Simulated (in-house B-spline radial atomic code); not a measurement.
Radial electron density of La III (La2+), [Kr] 4d10 5s2 5p5 5d2. All numbers are computed (Dirac-Kohn-Sham LDA VWN5, spherical fractional occupations; Fermi nucleus of rms radius 4.855 fm, inside a hard spherical wall at 2.09 bohr) with a radial B-spline atomic code at the basis-set limit, not measured.

Columns: r (bohr), 4πr²n(r) (electrons per bohr), bar.

```
0.000885    2.114 #
 0.00106    2.879 #
 0.00128    3.957 ##
 0.00154    5.378 ##
 0.00185    7.248 ###
 0.00223     9.75 ####
 0.00268    12.94 ######
 0.00323    17.07 ########
 0.00388    22.12 ##########
 0.00467    28.33 #############
 0.00562    35.61 ################
 0.00676    43.78 ####################
 0.00814    52.52 ########################
 0.00979    61.05 ############################
  0.0118    68.57 ###############################
  0.0142    73.86 #################################
  0.0171    76.11 ##################################
  0.0205     75.1 ##################################
  0.0247    71.61 ################################
  0.0297    67.89 ###############################
  0.0357    66.89 ##############################
   0.043    71.13 ################################
  0.0517    80.54 ####################################
  0.0622    91.49 #########################################
  0.0749    97.67 ############################################
  0.0901    94.34 ##########################################
   0.108    83.53 ######################################
    0.13    73.35 #################################
   0.157    72.86 #################################
   0.189    80.73 ####################################
   0.227    84.11 ######################################
   0.273    72.28 #################################
   0.329    49.61 ######################
   0.396    33.14 ###############
   0.476    31.38 ##############
   0.573     35.5 ################
   0.689    32.97 ###############
   0.829    23.67 ###########
   0.997     16.5 #######
     1.2    15.05 #######
    1.44    13.58 ######
    1.74    6.056 ###
    2.07  0.02386
```

On this grid the curve has 4 maxima, near 0.0171, 0.0749, 0.227, 0.573 bohr.

The 5p1/2 radial function P(r) = rR(r), positive near the nucleus, with its small component Q(r) (sign convention: Q ≈ (P' + κP/r)/2c):

| r (bohr) | P | Q |
| --- | --- | --- |
| 0.000508 | 0.001243 | 0.004716 |
| 0.000735 | 0.00188 | 0.006541 |
| 0.00106 | 0.002885 | 0.009011 |
| 0.00154 | 0.004572 | 0.01242 |
| 0.00223 | 0.007402 | 0.01691 |
| 0.00323 | 0.01229 | 0.02276 |
| 0.00467 | 0.02074 | 0.03003 |
| 0.00676 | 0.03545 | 0.0386 |
| 0.00979 | 0.0605 | 0.04767 |
| 0.0142 | 0.1014 | 0.05543 |
| 0.0205 | 0.1613 | 0.05852 |
| 0.0297 | 0.2373 | 0.05261 |
| 0.043 | 0.3021 | 0.03408 |
| 0.0622 | 0.2918 | 0.0048 |
| 0.0901 | 0.123 | -0.02356 |
| 0.13 | -0.2003 | -0.03198 |
| 0.189 | -0.4508 | -0.01219 |
| 0.273 | -0.2349 | 0.01511 |
| 0.396 | 0.4105 | 0.0192 |
| 0.573 | 0.6552 | -0.0002852 |
| 0.829 | -0.09658 | -0.01345 |
| 1.2 | -1.05 | -0.007673 |
| 1.74 | -0.7694 | 0.005115 |
